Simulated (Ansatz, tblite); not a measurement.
Spin states of the cluster Be2F3 (the lowest doublet isomer of a short search), each relaxed with r2SCAN-D4/def2-TZVP in Ansatz. Electronic energies in the gas phase.

The xTB rows come from tblite. HSE06 is defined as in plane-wave codes, on full-range PBE exchange. Correlated methods freeze 3 core orbitals. In CCSD on the charge 0 quartet the largest single amplitude is 0.31, so its Hartree–Fock determinant may place the open shell otherwise than the density functionals do. In the quartet, F3 and F5 lie 1.94 Å apart (atoms count from 1), so these atoms are partly bonded to each other. The structure comes from a short search, and lower isomers may exist.

Doublet geometry (C2v within 0.1 Å):

Cartesian coordinates in Å:
```
Be 0.785 0.518 1.299
Be -0.295 -0.194 -0.487
F 0.535 -0.890 0.640
F -0.053 1.209 0.158
F -0.972 -0.642 -1.610
```

Quartet geometry (C2v within 0.1 Å):

Cartesian coordinates in Å:
```
Be 0.085 0.307 1.405
Be 0.791 -0.054 -1.203
F -1.244 -0.160 0.700
F 1.112 0.318 0.257
F -0.743 -0.411 -1.159
```

⟨S²⟩: doublet 0.75 at PBE0-D4/def2-TZVP (pure 0.75), quartet 3.76 at PBE0-D4/def2-TZVP (pure 3.75).

Run but left out: HF/STO-3G, HF/def2-TZVP, HF/def2-TZVPP, MP2/def2-TZVP, MP2/def2-TZVPP (quartet: a determinant that CCSD turns far, T1 0.046).

Only these spin states were relaxed. The quartet has other bonds than the doublet, so the gap mixes isomer and spin.

```tsv
level	quartet − doublet (kcal/mol)	lowest of these	remarks
GFN1-xTB	138.7	doublet	–
GFN2-xTB	158.8	doublet	–
BLYP-D4/def2-TZVP	156.2	doublet	–
r2SCAN0-D4/def2-TZVP	165.6	doublet	–
HSE06-D4/def2-TZVP	163.7	doublet	–
CCSD/def2-TZVPP	178.9	doublet	large T1 (0.046) (quartet)
```

(1) Estimate the rows for revPBE-D4/def2-TZVP, r2SCAN-D4/def2-TZVP, B97M-V/def2-TZVP, PBE0-D4/def2-TZVP, RPA@PBE/def2-TZVP, CCSD(T)/def2-TZVPP.

Results:

(1) 
```json
{"level": "revPBE-D4/def2-TZVP", "quartet − doublet (kcal/mol)": "153.3", "lowest of these": "doublet", "remarks": "–"}
{"level": "r2SCAN-D4/def2-TZVP", "quartet − doublet (kcal/mol)": "158.9", "lowest of these": "doublet", "remarks": "–"}
{"level": "B97M-V/def2-TZVP", "quartet − doublet (kcal/mol)": "165.2", "lowest of these": "doublet", "remarks": "–"}
{"level": "PBE0-D4/def2-TZVP", "quartet − doublet (kcal/mol)": "163.7", "lowest of these": "doublet", "remarks": "–"}
{"level": "RPA@PBE/def2-TZVP", "quartet − doublet (kcal/mol)": "157.2", "lowest of these": "doublet", "remarks": "–"}
{"level": "CCSD(T)/def2-TZVPP", "quartet − doublet (kcal/mol)": "177.3", "lowest of these": "doublet", "remarks": "large T1 (0.046) (quartet)"}
```

The xTB methods have no spin-polarisation term.
